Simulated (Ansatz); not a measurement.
One change: `O[Si](O)(O)[O][InH2]` becomes `O[Si](O)(O)[O][GaH2]`.

Ansatz, PBE0-D4/def2-TZVP geometries, multiplicity 1. Each molecule was computed in one conformer, which needn't be the lowest. `O[Si](O)(O)[O][InH2]` holds a close contact that its SMILES doesn't draw: In···O 2.42 Å. `O[Si](O)(O)[O][GaH2]` holds a close contact that its SMILES doesn't draw: Ga···O 2.20 Å.

Elements past krypton have def2 core potentials. Scalar relativity is left out up to krypton.

```json
{"property": "LUMO energy (ωB97M-V/def2-TZVPP) / eV", "`O[Si](O)(O)[O][InH2]`": "0.46"}
{"property": "size of the dipole moment (ωB97M-V/def2-TZVPP) / D", "`O[Si](O)(O)[O][InH2]`": "1.29"}
{"property": "HOMO energy (PBE0/def2-TZVPP) / eV", "`O[Si](O)(O)[O][InH2]`": "-7.96"}
{"property": "HOMO energy (ωB97M-V/def2-TZVPP) / eV", "`O[Si](O)(O)[O][InH2]`": "-10.23"}
{"property": "LUMO energy (PBE0/def2-TZVPP) / eV", "`O[Si](O)(O)[O][InH2]`": "-0.84"}
{"property": "size of the dipole moment (B3LYP/def2-TZVPP) / D", "`O[Si](O)(O)[O][InH2]`": "1.28"}
```

Problem. Give the same properties after the change, and the shifts. (Best estimate.)

Solution. Ansatz gave: 
| property | `O[Si](O)(O)[O][GaH2]` | shift |
| --- | --- | --- |
| LUMO energy (ωB97M-V/def2-TZVPP) / eV | 1.29 | 0.83 |
| size of the dipole moment (ωB97M-V/def2-TZVPP) / D | 1.92 | 0.63 |
| HOMO energy (PBE0/def2-TZVPP) / eV | -8.00 | -0.04 |
| HOMO energy (ωB97M-V/def2-TZVPP) / eV | -10.26 | -0.03 |
| LUMO energy (PBE0/def2-TZVPP) / eV | -0.27 | 0.57 |
| size of the dipole moment (B3LYP/def2-TZVPP) / D | 1.91 | 0.63 |

Dipoles are sizes alone; their direction can turn.

Positive LUMOs are unbound, so they and the gaps depend on the basis.

B3LYP here is the variant with VWN-RPA as its local correlation; programs differ in this.
